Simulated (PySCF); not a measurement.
**[Zr(F)4] (charge 0, multiplicity 1)**

Calculation: PBE-D3(BJ)/def2-TZVP // r2SCAN-D4/def2-SVP (PySCF).

- HOMO: -10.15 eV
- dipole moment: 0.00 D
- LUMO: -2.26 eV
- HOMO–LUMO gap: 7.89 eV
- charge on the central atom (Mulliken): 1.63 e
- total energy: -446.6046 Ha
- cost: roughly 24 core-seconds

Bonds (Å): Zr1–F2 1.901, Zr1–F3 1.901, Zr1–F4 1.901, Zr1–F5 1.901. Bond angles (°): F2–Zr1–F3 109.5, F2–Zr1–F4 109.5, F2–Zr1–F5 109.5, F3–Zr1–F4 109.5, F3–Zr1–F5 109.5, F4–Zr1–F5 109.5.
